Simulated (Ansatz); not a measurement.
AlFGeH4 (`[F][GeH2][AlH2]`), relaxed with RKS PBE0-D4/def2-TZVP in Ansatz 0.2.0 from a PBE-D4/def2-SVP geometry. The force threshold is 0.005 eV/Å; the program also tests the step.

Total charge 0; spin multiplicity 1.

Start:

```xyz
7

F    -1.283    0.221    1.843
Ge   -1.020    0.120    0.087
Al    1.436   -0.179   -0.263
H    -1.926   -1.057   -0.400
H    -1.631    1.436   -0.497
H     1.986   -0.396   -1.755
H     2.437   -0.146    0.985
```

| step | energy (eV) | largest force (eV/Å) | largest move (Å) |
| --- | --- | --- | --- |
| 1 | -65886.1140 | 0.413 | 0.000 |
| 2 | -65886.1268 | 0.349 | 0.059 |
| 3 | -65886.1294 | 0.188 | 0.045 |
| 4 (rejected) | -65886.1293 | 0.098 | 0.021 |
| 5 | -65886.1307 | 0.056 | 0.010 |
| 6 | -65886.1309 | 0.001 | 0.012 |
| 7 | -65886.1309 | 0.011 | 0.006 |
| 8 | -65886.1309 | 0.017 | 0.012 |
| 9 | -65886.1310 | 0.013 | 0.017 |
| 10 | -65886.1310 | 0.005 | 0.010 |

End:

```xyz
7

F    -1.304    0.263    1.816
Ge   -1.011    0.119    0.089
Al    1.439   -0.177   -0.261
H    -1.899   -1.066   -0.356
H    -1.624    1.404   -0.515
H     1.970   -0.332   -1.748
H     2.428   -0.211    0.974
```

It took 9 s on 4 threads of a server CPU on a shared host, with 0.35 GiB of host memory at the peak.
